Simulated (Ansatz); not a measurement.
Reaction (SMILES): [O]=[Ce]=[O] -> [O]=[Ce]=[O] as triplet, charge 0
Geometries: B3LYP-D3(BJ)/def2-TZVP minima from Ansatz (an electronic-structure program). Frequencies are from Ansatz. Unstable Hartree-Fock reference: [O]=[Ce]=[O] as triplet, charge 0. Markedly spin-contaminated UHF reference, which strains HF, MP2 and, less, CCSD(T): [O]=[Ce]=[O] as triplet, charge 0. High T1 diagnostic, so coupled cluster is less sure: [O]=[Ce]=[O], [O]=[Ce]=[O] as triplet, charge 0. [O]=[Ce]=[O] as triplet, charge 0: The spin state was set by rule; other spins were not relaxed. A spin state is the lowest found, not a proven ground state.

Wanted: adiabatic triplet-singlet gap (0 K, with B3LYP-D3(BJ) harmonic zero-point energies), in kJ/mol. Valence correlation only, unless marked. UHF or UKS for open shells. Spin-orbit coupling is left out. Frozen are the shells of the preceding noble gas and the d and f shells that filled before the atom's block. In def2 rows, elements after Kr have scalar-relativistic effective core potentials. 

```tsv
level	program	adiabatic triplet-singlet gap (kJ/mol)
B3LYP-D3(BJ)/def2-TZVP	Ansatz + dftd3	185.3
B3LYP/def2-TZVP	Ansatz	185.1
r2SCANh/def2-TZVP	Ansatz	203.8
CAM-B3LYP-D3(BJ)/def2-TZVP	Ansatz + dftd3	194.1
CAM-B3LYP-D4/def2-TZVP	Ansatz + dftd4	194.3
CCSD/def2-SVP	Ansatz	244.9
```
